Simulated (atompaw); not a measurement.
## How hard is this Yb PAW (atompaw) potential?

| Quantity | Value |
| --- | --- |
| Element | ytterbium (Yb) |
| Generator | atompaw 4.2.0.5 |
| Type | PAW |
| Functional | PBE |
| Relativity | scalar-relativistic |
| Frozen core | [Kr] 4d10 4f13 |
| Valence charge | 11 |
| Reference configuration | 5s2 5p6 5d1 6s1 6p1 |
| Partial waves | 5s (bound): rc 1.95 bohr; 6s (bound): rc 3.00 bohr; 5p (bound): rc 2.30 bohr; 6p (bound): rc 3.00 bohr; 5d (bound): rc 3.00 bohr; 5d channel at 4.5 Ry: rc 3.00 bohr |
| Local potential | vpsmatchnc scheme with l = 3 at 1 Ry, radius 2.55 bohr |
| Core correction | smooth core density matched at 1.95 bohr |
| Augmentation charge | sinc compensation charge, radius 2.45 bohr; PAW radius 3.00 bohr; waves and projectors: custom rrkj gramschmidtortho |

The pseudo-atom Hamiltonian at the reference potential is diagonalised in spherical Bessel functions j_l(qr) that vanish at 20 bohr, with q² up to the cutoff. All-electron valence levels (Ry): 5s -4.4679, 6s -0.3972, 5p -2.3856, 6p -0.1449, 5d -0.2167.

Task: How do the lowest levels (Ry) of each channel move with the cutoff, and are there ghosts?

Result:

```tsv
cutoff (Ry)	s #1	s #2	p #1	p #2	p #3	d #1	d #2	f #1	Σ f·Δε (mRy)
8	-4.3429	-0.3972	-2.0911	-0.1448	0.0218	-0.2061	0.0283	0.0795	2027.6
10	-4.4345	-0.3972	-2.3169	-0.1448	0.0218	-0.2158	0.0279	0.0795	479.8
15	-4.4666	-0.3972	-2.3849	-0.1448	0.0218	-0.2165	0.0279	0.0795	7.0
18	-4.4675	-0.3972	-2.3851	-0.1448	0.0218	-0.2167	0.0278	0.0795	3.8
21	-4.4675	-0.3972	-2.3852	-0.1449	0.0218	-0.2167	0.0278	0.0795	3.1
25	-4.4676	-0.3972	-2.3855	-0.1449	0.0218	-0.2167	0.0278	0.0795	1.2
35	-4.4678	-0.3972	-2.3856	-0.1449	0.0218	-0.2167	0.0278	0.0795	0.2
40	-4.4678	-0.3972	-2.3856	-0.1449	0.0218	-0.2167	0.0278	0.0795	0.2
400	-4.4679	-0.3972	-2.3856	-0.1449	0.0218	-0.2167	0.0278	0.0795	0.0
```

Result: no extra level below or beside the all-electron valence levels (s, p, d, f tested); 10 mRy is reached at 15 Ry and 1 mRy at 30 Ry.
